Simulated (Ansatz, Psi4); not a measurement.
How methods differ on As2 (SMILES [As]#[As])

As2 has 2 atoms, charge 0, and is taken as a singlet. SMILES: `[As]#[As]`. Geometry: relaxed at PBE0-D4/def2-TZVP.

```xyz
2

As    0.0000    0.0000    0.0025
As    0.0000    0.0000    2.0915
```

Each level gives the electronic atomisation energy (eV). The values are calculated. Electronic energies at fixed atoms, without zero-point motion or spin-orbit coupling.

| level | kind | program | value (eV) |
| --- | --- | --- | --- |
| HF/def2-TZVPPD | Hartree–Fock | Ansatz | 0.55 |
| BLYP/def2-TZVPPD | GGA | Ansatz | 4.39 |
| r2SCAN/def2-TZVPPD | meta-GGA | Ansatz | 3.95 |
| r2SCAN0/def2-TZVPPD | hybrid meta-GGA | Ansatz | 3.53 |
| HSE06/def2-TZVPPD | range-separated hybrid | Ansatz | 3.76 |
| RPA@PBE/def2-TZVPPD | RPA | Ansatz | 3.80 |
| MP2/def2-TZVPPD | perturbation theory | Psi4 | 3.81 |
| BCCD(T)/def2-TZVPPD | coupled cluster or CI | Ansatz | 3.68 |
| FCI/STO-3G | exact in the basis | Ansatz | 4.08 |

All-electron rows without a relativistic Hamiltonian named are non-relativistic. The values span 0.55 to 4.39 eV. High-level rows in very small sets aren't better than simpler rows in larger ones. In the correlated wave-function rows the outer d shell of As is correlated, in sets not made for it.
